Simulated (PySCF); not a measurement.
Sn(H)(Cl)2(OMe) (CH₄Cl₂OSn), SMILES C[O][SnH]([Cl])[Cl].

Coordinates come from a B3LYP-D3(BJ)/def2-SVP optimisation. The structure was generated by enumeration; whether it is a known compound was not checked. The def2 effective core potentials stand for the cores of Sn; spin–orbit coupling is left out. The values are those of a single conformer.

Level of theory: PySCF with B3LYP-D3(BJ)/def2-SVP.

Frequencies are harmonic and unscaled.

Computed normal modes with their intensities:
```json
[
 {"mode": "1", "ν (cm⁻¹)": "46", "IR (km/mol)": "1.2", "Raman (Å⁴/amu)": "2.2", "depolarisation": "0.75", "moving atoms (share of kinetic energy)": "C 42 %, Cl 32 %, H 22 %"},
 {"mode": "2", "ν (cm⁻¹)": "99", "IR (km/mol)": "7.9", "Raman (Å⁴/amu)": "3.0", "depolarisation": "0.68", "moving atoms (share of kinetic energy)": "Cl 46 %, C 28 %, Sn 12 %, H 12 %"},
 {"mode": "3", "ν (cm⁻¹)": "114", "IR (km/mol)": "4.5", "Raman (Å⁴/amu)": "3.3", "depolarisation": "0.67", "moving atoms (share of kinetic energy)": "Cl 75 %, Sn 21 %"},
 {"mode": "4", "ν (cm⁻¹)": "122", "IR (km/mol)": "1.5", "Raman (Å⁴/amu)": "0.4", "depolarisation": "0.75", "moving atoms (share of kinetic energy)": "H 89 %"},
 {"mode": "5", "ν (cm⁻¹)": "184", "IR (km/mol)": "18.3", "Raman (Å⁴/amu)": "1.2", "depolarisation": "0.75", "moving atoms (share of kinetic energy)": "O 67 %, H 17 %, Cl 11 %"},
 {"mode": "6", "ν (cm⁻¹)": "257", "IR (km/mol)": "12.0", "Raman (Å⁴/amu)": "0.8", "depolarisation": "0.25", "moving atoms (share of kinetic energy)": "O 32 %, C 27 %, Sn 18 %, H 18 %"},
 {"mode": "7", "ν (cm⁻¹)": "364", "IR (km/mol)": "24.3", "Raman (Å⁴/amu)": "16.0", "depolarisation": "0.04", "moving atoms (share of kinetic energy)": "Cl 82 %, Sn 17 %"},
 {"mode": "8", "ν (cm⁻¹)": "379", "IR (km/mol)": "65.9", "Raman (Å⁴/amu)": "4.5", "depolarisation": "0.75", "moving atoms (share of kinetic energy)": "Cl 72 %, Sn 28 %"},
 {"mode": "9", "ν (cm⁻¹)": "540", "IR (km/mol)": "31.2", "Raman (Å⁴/amu)": "28.1", "depolarisation": "0.74", "moving atoms (share of kinetic energy)": "H 87 %"},
 {"mode": "10", "ν (cm⁻¹)": "554", "IR (km/mol)": "76.0", "Raman (Å⁴/amu)": "23.2", "depolarisation": "0.75", "moving atoms (share of kinetic energy)": "H 98 %"},
 {"mode": "11", "ν (cm⁻¹)": "569", "IR (km/mol)": "87.9", "Raman (Å⁴/amu)": "15.5", "depolarisation": "0.05", "moving atoms (share of kinetic energy)": "O 63 %, H 16 %, Sn 14 %"},
 {"mode": "12", "ν (cm⁻¹)": "1094", "IR (km/mol)": "188.6", "Raman (Å⁴/amu)": "7.6", "depolarisation": "0.46", "moving atoms (share of kinetic energy)": "O 52 %, C 44 %"},
 {"mode": "13", "ν (cm⁻¹)": "1171", "IR (km/mol)": "0.4", "Raman (Å⁴/amu)": "2.5", "depolarisation": "0.75", "moving atoms (share of kinetic energy)": "H 77 %, C 18 %"},
 {"mode": "14", "ν (cm⁻¹)": "1185", "IR (km/mol)": "0.4", "Raman (Å⁴/amu)": "4.0", "depolarisation": "0.08", "moving atoms (share of kinetic energy)": "H 75 %, C 19 %"},
 {"mode": "15", "ν (cm⁻¹)": "1465", "IR (km/mol)": "13.6", "Raman (Å⁴/amu)": "7.0", "depolarisation": "0.60", "moving atoms (share of kinetic energy)": "H 89 %, C 10 %"},
 {"mode": "16", "ν (cm⁻¹)": "1467", "IR (km/mol)": "4.0", "Raman (Å⁴/amu)": "20.7", "depolarisation": "0.75", "moving atoms (share of kinetic energy)": "H 96 %"},
 {"mode": "17", "ν (cm⁻¹)": "1480", "IR (km/mol)": "14.0", "Raman (Å⁴/amu)": "14.4", "depolarisation": "0.74", "moving atoms (share of kinetic energy)": "H 95 %"},
 {"mode": "18", "ν (cm⁻¹)": "1964", "IR (km/mol)": "76.5", "Raman (Å⁴/amu)": "287.4", "depolarisation": "0.18", "moving atoms (share of kinetic energy)": "H 99 %"},
 {"mode": "19", "ν (cm⁻¹)": "2987", "IR (km/mol)": "66.2", "Raman (Å⁴/amu)": "132.3", "depolarisation": "0.01", "moving atoms (share of kinetic energy)": "H 97 %"},
 {"mode": "20", "ν (cm⁻¹)": "3058", "IR (km/mol)": "32.9", "Raman (Å⁴/amu)": "50.1", "depolarisation": "0.75", "moving atoms (share of kinetic energy)": "H 90 %, C 10 %"},
 {"mode": "21", "ν (cm⁻¹)": "3095", "IR (km/mol)": "22.8", "Raman (Å⁴/amu)": "180.5", "depolarisation": "0.50", "moving atoms (share of kinetic energy)": "H 91 %, C 9 %"}
]
```
